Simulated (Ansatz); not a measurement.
# Ligand exchange: C5H9Br + LiSH → C5H10S + LiBr

Species: C5H9Br (bromocyclopentane) `BrC1CCCC1`, singlet; LiSH `[Li][SH]`, singlet; C5H10S `SC1CCCC1`, singlet; LiBr, singlet. The partners trade Br for SH: C–Br and Li–SH bonds give way to C–SH and Li–Br.

Shapes, held fixed at every level: PBE0-D4/def2-TZVP. Flexible molecules stand in one conformer, not always the lowest. Programs: Ansatz 0.2.0. The zero-point and thermal change to 298 K, harmonic and unscaled (PBE0-D4/def2-TZVP), is +3.6 kJ/mol.

| level | kind | ΔH(298 K) (kJ/mol) | less CCSD(T)/def2-TZVPP |
| --- | --- | --- | --- |
| HF/def2-TZVPP | Hartree–Fock | -104.8 | -16.7 |
| SPW92/def2-TZVPP | LDA | -89.7 | -1.6 |
| B3LYP-D4/def2-TZVPP | global hybrid | -92.5 | -4.4 |
| PBE0-D4/def2-TZVPP | global hybrid | -93.6 | -5.5 |
| MP2/def2-TZVPP | perturbation theory | -88.9 | -0.8 |
| CCSD/def2-SVP | coupled cluster or CI | -113.1 | -25.0 |
| CCSD(T)/def2-TZVPP | coupled cluster or CI | -88.1 | 0.0 |

The highest level, CCSD(T)/def2-TZVPP, gives ΔH(298 K) = -88.1 kJ/mol; the levels span -113.1 to -88.1. The column of differences is taken from that level and isn't an error. No measured value is set beside it here. Relativity is left out for Br. Outer-core shells of Br, Li are correlated in most correlated rows, in sets that cover them unevenly.
